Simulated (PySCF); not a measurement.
Atoms are numbered as in `[BH2:1][CH2:2][CH2:3][B:4]([F:5])[F:6]`. Each H is labelled by its parent atom.

- NMR shieldings at KT2/pcSseg-2/GIAO
- geometry from PBE0-D3(BJ)/def2-SVP
- code: PySCF 2.14.0 with density-fitted response routines
- no relativistic terms, one computed conformer, fast rotation and ring inversion assumed for equivalent nuclei, no solvent

Referencing at the same level of theory: $^{13}$C (σref 182.28) and $^{1}$H (σref 31.18) against TMS; $^{11}$B (σref 98.29) vs BF3·OEt2; $^{19}$F (σref 136.34) against CFCl3.

| atoms | nucleus | count | δ (ppm) |
| --- | --- | --- | --- |
| F5/F6 | $^{19}$F | 2 | ? |
| C2 | $^{13}$C | 1 | 30.6 |
| H(C3) | $^{1}$H | 2 | 1.46 |
| H(C2) | $^{1}$H | 2 | 1.89 |
| H(B1) | $^{1}$H | 2 | ? |
| C3 | $^{13}$C | 1 | 13.2 |
| B1 | $^{11}$B | 1 | 89.8 |
| B4 | $^{11}$B | 1 | 27.3 |

Problem. Complete the table.

Solution. 
- H(B1): 7.61 ppm, hydrogen on a boron bonded to C
- F5/F6: -97.5 ppm, fluorine bonded to B

Hydrogens on boron are broadened and split by $^{11}$B (spin 3/2, 80 %) and 10B (spin 3). A carbon bonded to boron is broadened by the quadrupolar boron nucleus and is often missing from a measured spectrum. Shifts are as computed. Against solution values, carbons near 30 ppm lie about +3 ppm off and those near 130 ppm about -1 ppm. Of 1313 compounds with measured shifts, 239 miss one by over three times the rms of a fit or turn the order of signals round; such compounds aren't used in these exercises. Unscaled 19F shifts against computed CFCl3 carry errors that often reach 10 to 50 ppm.
